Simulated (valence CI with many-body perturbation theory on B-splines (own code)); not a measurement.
Hyperfine factors and g values of Eu XLIII

Computed by valence CI with perturbative core correlation (CI+MBPT): three valence electrons over a frozen Dirac-Fock core [Ar], a basis of 9 s, 9 p, 10 d, 8 f, 5 g, 3 h, 1 i functions for each j, with the one-electron correlation potential Σ1 (screened to all orders), the two-electron term Σ2, the three-electron term Σ3, Breit, model QED; selected single and double excitations, second order for the rest (own B-spline code, finite nucleus).

The last digits are not significant, and no measured levels were compared; by estimate large intervals hold to a few tenths of a per cent, small ones and those within an open d or f shell to about a per cent. Only levels of the ground parity were solved; by the run's estimate the other parity begins above the list, which can be wrong where configurations are misplaced.

A/g_I is the dipole constant over the nuclear g factor μ/I (μ in nuclear magnetons, uniformly magnetised nucleus), B/Q the quadrupole constant per barn. Both hold the static response of the core; the bare values leave it out. Large factors of s and p1/2 electrons are usually good to 5 to 10 %; those of open d and f shells near neutrality can be off by tens of per cent, and small factors of p3/2, d and f electrons come from cancelling terms and can be off by a factor of two or in sign, in half-filled shells by more. B is blank for J = 1/2, where it vanishes, and for nearly pure S terms. Energies count from the lowest level.

Levels are named by their leading jj configuration (3d3/2^4 stands for four electrons in 3d with j = 3/2), which in mixed levels can hold well under half, so a name can repeat and another be missing. Letters in brackets count levels of one name in rising energy.

```csv
Level,E (cm⁻¹),g,A/g_I (MHz),A/g_I bare,B/Q (MHz/b),B/Q bare
(3d3/2^3) J=3/2,0,0.669,59500,58900,-31700,-32200
(3d3/2^2 3d5/2) J=5/2 [a],222000,1.047,33800,33900,-17100,-17400
(3d3/2^2 3d5/2) J=3/2,267780,1.207,27000,27400,-9500,-9650
(3d3/2^2 3d5/2) J=7/2,284300,1.061,35800,36000,9940,10100
(3d3/2^2 3d5/2) J=9/2,291170,1.057,37400,37600,37500,38100
(3d3/2^2 3d5/2) J=1/2,300590,1.861,-26100,-24500,,
(3d3/2^2 3d5/2) J=5/2 [b],434880,1.331,19500,20100,51200,51900
(3d3/2 3d5/2^2) J=7/2 [a],505930,1.086,28700,29000,447,449
(3d3/2 3d5/2^2) J=9/2,531780,1.133,28800,29000,14000,14100
(3d3/2 3d5/2^2) J=3/2 [a],565700,1.130,32100,32300,-35400,-36000
(3d3/2 3d5/2^2) J=1/2,584060,1.460,-9520,-8600,,
(3d3/2 3d5/2^2) J=11/2,597270,1.083,32400,32600,75300,76400
(3d3/2 3d5/2^2) J=5/2 [a],607180,1.209,14100,14600,47300,48000
(3d3/2 3d5/2^2) J=5/2 [b],646380,1.109,33000,33300,-13400,-13600
(3d3/2 3d5/2^2) J=7/2 [b],660440,1.100,32900,33200,15400,15600
(3d3/2 3d5/2^2) J=3/2 [b],768930,0.996,46700,46700,37600,38100
(3d5/2^3) J=9/2,811360,1.140,24100,24400,9490,9640
(3d5/2^3) J=3/2,914550,1.024,30800,31000,13200,13300
(3d5/2^3) J=5/2,975870,1.152,24200,24500,9480,9630
```

(1) Take the isotope of mass number 151, with I = 5/2, μ = 3.4635 μN and Q = 0.903 b. What is the hyperfine structure of (3d3/2 3d5/2^2) J=7/2 [a]?

## Answers

(1) From the table A = 39800 MHz, B = 404 MHz. Shifts from the centre of gravity in MHz: F = 1: -448000, F = 2: -368000, F = 3: -249000, F = 4: -89700, F = 5: 109000, F = 6: 348000.
